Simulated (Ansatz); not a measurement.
Total energies of Sn₃H₄ (the lowest singlet isomer of a short search) from Ansatz at PBE-D4/def2-TZVPD, gas phase (1 Eh = 27.2114 eV = 2625.5 kJ/mol). The reference geometry is relaxed at PBE-D4/def2-SVP.

```xyz
7

Sn    0.293    1.595   -1.144
Sn   -1.866   -0.552   -0.391
Sn    0.864   -0.573    0.843
H    -1.270   -0.478    1.412
H     1.627    0.245   -1.066
H    -0.498   -1.868   -0.325
H     0.851    1.631    0.672
```

| state | geometry | energy (Eh) |
| --- | --- | --- |
| charge 0 singlet | reference | -645.32306 |
| charge -1 doublet | reference | -645.36238 |
| free Sn atom (triplet) | – | -214.24945 |
| free H atom (doublet) | – | -0.49962 |

In the def2 sets Sn takes a core potential; there is no spin–orbit coupling.

**Question.** Work out the vertical electron affinity, to the doublet.

**Answer.** E(charge 0 singlet) − E(charge -1 doublet) = -645.32306 − (-645.36238) = 0.03932 Eh = 1.07 eV.

**Question.** What is the binding energy per atom against free atoms?

**Answer.** Atoms: 3 × (-214.24945) + 4 × (-0.49962) = -644.74683 Eh. Binding: -644.74683 − (-645.32306) = 0.57623 Eh = 15.68 eV, or 2.24 eV for each of 7 atoms (no zero-point energy, no counterpoise term).

At PBE-D4/def2-TZVPD the highest occupied level of the charge -1 doublet lies above zero (up to 0.96 eV). By energy differences its removal costs 1.07 eV (vertical, to the charge 0 singlet, at PBE-D4/def2-TZVPD); a positive level beside a positive removal energy at the same level points to self-interaction error. 

The structure comes from a short search, and lower isomers may exist.
